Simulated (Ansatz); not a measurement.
Coupled-cluster diagnostics for As₂P (the lowest doublet isomer of a short search), Ansatz.

Geometry of the doublet (PBE0-D4/def2-TZVP):

```xyz
3

P     0.1084   -0.7603   -0.9322
As   -0.4417    1.2624   -0.3006
As    0.3333   -0.5021    1.2328
```

Correlated methods freeze 23 core orbitals; core or outer-core shells of As are correlated, in sets that lack core-valence functions. The structure comes from a short search, and lower isomers may exist.

Geometry of the charge 0 quartet (PBE0-D4/def2-TZVP):

```xyz
3

P     0.5694    0.2266    1.0418
As   -1.1281    0.8148   -0.2615
As    0.5587   -1.0413   -0.7803
```

Q: Estimate the CCSD(T) correlation energy, the shares of MP2 and (T), T1 and the reference's ⟨S²⟩ for: charge 0, doublet, own geometry in def2-TZVPP; charge 0, quartet, own geometry in def2-TZVPP; charge 1, singlet, vertical in def2-TZVPP; and the rough time on 4 threads of Arm Neoverse V2 on a shared host.

A: 
```tsv
state	basis	correlation (eV)	MP2 share (%)	(T) share (%)	T1	⟨S²⟩ (pure)	wall time	remarks
charge 0, doublet, own geometry	def2-TZVPP	-18.101	91.8	5.4	0.035	1.21 (0.75)	21 s	spin-contaminated
charge 0, quartet, own geometry	def2-TZVPP	-17.717	93.3	5.2	0.018	3.84 (3.75)	20 s	–
charge 1, singlet, vertical	def2-TZVPP	-18.052	94.4	5.6	0.013	0.00 (0.00)	4.5 s	–
```
Customary marks for T1 are 0.02 (closed shells), 0.045 (open shells) and about 0.05 (3d metals). T1 exceeds 0.02 in 1 of 3 rows and 0.045 in 0; the higher it lies, the less the single-reference result can be trusted.
